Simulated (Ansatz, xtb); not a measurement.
## C3H10SeSi2: which of two isomers lies lower

Structure I is `C1C[Se][SiH2]C[SiH2]1`, a singlet and structure II is `C=C(C)[SiH2][Se][SiH3]`, a singlet. Both are isolated molecules in the gas phase, relaxed with B3LYP-D3(BJ)/def2-SVP; the shapes shown needn't be the lowest conformers.

I (Å):

```
atom    x (Å)    y (Å)    z (Å)
   C  -0.9223  -1.7447   1.0097
   C  -1.0402  -0.3360   1.5930
   C   1.7663  -0.6005   0.0124
  Se  -1.1806   1.1013   0.2106
  Si   1.0603   1.1162  -0.3357
  Si   0.4987  -1.9811  -0.2411
   H  -0.7829  -2.4613   1.8400
   H  -1.8668  -2.0243   0.5139
   H  -1.9535  -0.2171   2.1937
   H  -0.1918  -0.0897   2.2473
   H   1.8073   2.1554   0.4346
   H   1.1419   1.4574  -1.7842
   H   2.1248  -0.6365   1.0556
   H   2.6473  -0.7613  -0.6321
   H   1.1308  -3.3187  -0.0270
   H  -0.0073  -1.9360  -1.6433
```

II (Å):

```xyz
16

C    -0.2615   -0.6253   -2.1737
C     0.2382    0.0034   -1.0966
C    -0.4777    1.1396   -0.4126
Se    1.4801   -1.3974    1.7737
Si    1.8560   -0.6044   -0.3629
Si   -0.3395   -2.6812    1.1927
H     0.2592   -1.4593   -2.6546
H    -1.2196   -0.3279   -2.6182
H    -1.4378    1.3701   -0.9005
H    -0.6732    0.8959    0.6454
H     0.1390    2.0548   -0.4123
H     2.8478    0.4936   -0.1861
H     2.4176   -1.6750   -1.2329
H    -0.0426   -3.4970   -0.0181
H    -0.6006   -3.5727    2.3561
H    -1.5404   -1.8409    0.9302
```

Task: Which of the two would you expect CCSD(T)/def2-SVP + ΔMP2/def2-TZVPP electronic energies to favour?

Result: Structure I; the calculation gives E(II) − E(I) = +9.7 kcal/mol.

The same difference at several levels:

```tsv
level	geometry	E(II) − E(I) (kcal/mol)	departure from the last row (kcal/mol)	job, with rough time for the two
GFN2-xTB	GFN2-xTB	−7.1	−16.9	optimisation, 0.46 s
HF/STO-3G	GFN2-xTB	+35.2	+25.4	single point, 0.67 s
r2SCAN-D4/def2-SVP	GFN2-xTB	+12.2	+2.4	single point, 6.5 s
B3LYP-D3(BJ)/def2-SVP	B3LYP-D3(BJ)/def2-SVP	+8.3	−1.4	optimisation, 2 min
HF/def2-SVP	B3LYP-D3(BJ)/def2-SVP	+3.2	−6.5	part of the CCSD(T) run
MP2/def2-SVP	B3LYP-D3(BJ)/def2-SVP	+8.9	−0.9	part of the CCSD(T) run
CCSD(T)/def2-SVP	B3LYP-D3(BJ)/def2-SVP	+6.5	−3.3	single point
CCSD(T)/def2-SVP + ΔMP2/def2-TZVPP	B3LYP-D3(BJ)/def2-SVP	+9.7		single point, 2.2 min
```

As drawn, II has 1 C=C, 1 Se–Si, 1 Si–H in place of 1 C–Se, 2 C–Si, 1 C–H. Structure I has a 6-membered ring, II no ring.

GFN2-xTB puts the two in the other order. The largest departure from CCSD(T)/def2-SVP + ΔMP2/def2-TZVPP is that of HF/STO-3G, 25.4 kcal/mol. The last row adds to CCSD(T) the change of the MP2 difference between the two basis sets, here +3.3 kcal/mol, a large step that makes the value less sure.

With thermal terms from frequencies at re-optimised GFN2-xTB minima (ideal gas, soft modes damped towards free rotors, one conformer each, 298.15 K, 1 atm): the zero-point term adds −2.8 kcal/mol; ΔH is +8.3 and ΔG +4.9 kcal/mol.

The correlated steps freeze 22 core orbitals; the filled d shell of Se is correlated, in a basis made for valence electrons. Run with Ansatz 0.2.0, xtb 6.7.1; the last row on 4 threads of Arm Neoverse V1 on a shared host.
